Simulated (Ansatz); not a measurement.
The cluster Mg₇⁺, relaxed as a doublet with UKS PBE0/def2-SVP in Ansatz, starting from the GFN1-xTB geometry. Force threshold 0.02 eV/Å.

The structure comes from a short search, and lower isomers may exist.

Start:

| atom | x (Å) | y (Å) | z (Å) |
| --- | --- | --- | --- |
| Mg1 | -0.2383 | 3.4594 | 0.1505 |
| Mg2 | 0.7413 | -2.9768 | 0.0641 |
| Mg3 | -0.8744 | -0.8110 | 1.5300 |
| Mg4 | 1.7262 | -0.0207 | -0.5445 |
| Mg5 | 1.0828 | 1.6686 | 2.0930 |
| Mg6 | -1.1034 | -2.1812 | -2.1050 |
| Mg7 | -1.3341 | 0.8618 | -1.1880 |

```tsv
step	energy (eV)	largest force component (eV/Å)	SCF passes
1	-38072.3832	0.291	34
2	-38072.5370	0.268	48
3	-38072.7049	0.099	44
4	-38072.7701	0.105	38
5	-38072.8118	0.071	39
6	-38072.8436	0.052	39
7 (rejected)	-38072.8327	0.159	39
8	-38072.8527	0.028	41
9	-38072.8530	0.023	40
10	-38072.8538	0.007	39
```

Force components are those of the run's own axes.

End:

```csv
atom,x (Å),y (Å),z (Å)
Mg1,-0.340,2.848,0.369
Mg2,0.963,-2.847,0.426
Mg3,-0.954,-0.377,1.121
Mg4,1.352,0.129,-0.689
Mg5,1.507,1.294,2.295
Mg6,-0.981,-2.016,-1.824
Mg7,-1.547,0.969,-1.699
```

Bonds formed: Mg1–Mg3, Mg1–Mg4, Mg3–Mg6, Mg4–Mg6 (atoms count from 1).

No frequencies were taken in this run, so the end may be a saddle point.

It took 54 s on 4 threads of Arm Neoverse V2 on a shared host.
